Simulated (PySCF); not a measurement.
Ligand exchange on a metal centre used in film growth or etching (Mo F-OH). All species are isolated molecules in the gas phase. One relaxed conformer stands for each flexible species; it need not be the lowest.

These are B3LYP-D3(BJ)/def2-TZVP // TPSS-D3(BJ)/def2-SVP in PySCF values and carry that method's errors. All candidates: neutral, multiplicity 1. B3LYP has the VWN-RPA correlation part, as in Gaussian. 

```json
{
 "HOMO–LUMO gap": "5.67 eV",
 "LUMO": "-4.85 eV",
 "HOMO": "-10.52 eV"
}
```

Task: Name which member has these values.
A) [Mo(F)6]
B) [Mo(OH)6]
C) [Mo(F)5(OH)]
D) [Mo(F)4(OH)2]

Result: D, [Mo(F)4(OH)2]. The others give [Mo(OH)6]: 4.68 eV, -3.89 eV, -8.56 eV; [Mo(F)5(OH)]: 5.79 eV, -5.45 eV, -11.24 eV; [Mo(F)6]: 6.31 eV, -6.20 eV, -12.51 eV
